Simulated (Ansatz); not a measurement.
# As2: a line through the functionals

As2: 2 atoms, total charge 0, spin state singlet. SMILES: `[As]#[As]`. The coordinates come from a PBE0-D4/def2-TZVP relaxation.

The HOMO–LUMO gap y, in eV, basis def2-TZVPPD; a is the functional's share of exact exchange. Programs: Ansatz 0.2.0.

| functional | program | a | y (eV) |
| --- | --- | --- | --- |
| r2SCAN | Ansatz | 0 | 3.48 |
| revPBE | Ansatz | 0 | 3.20 |
| B3LYP | Ansatz | 0.2 | 4.42 |
| PBE0 | Ansatz | 0.25 | 4.81 |
| r2SCAN0 | Ansatz | 0.25 | ? |
| BHLYP | Ansatz | 0.5 | 6.34 |

Task: Fit y = c + s·a to the known rows and predict r2SCAN0.

Result: 
1. Means of the 5 rows: a = 0.1900, y = 4.450.
2. Σ(Δa)² = 0.172, Σ(Δa·Δy) = 1.029, so the slope is 1.029/0.172 = 5.9826.
3. Intercept: 4.450 − (5.9826) × 0.1900 = 3.313. The largest residual of the fit is 0.17.
4. r2SCAN0: 3.313 + (5.9826) × 0.25 = 4.81 eV.

The run gave 4.99 eV, so the prediction is off by -0.18 eV, about the scatter of the fit. Exact exchange lowers occupied levels and raises empty ones. The rows mix families of semi-local functionals, which the line can't see.
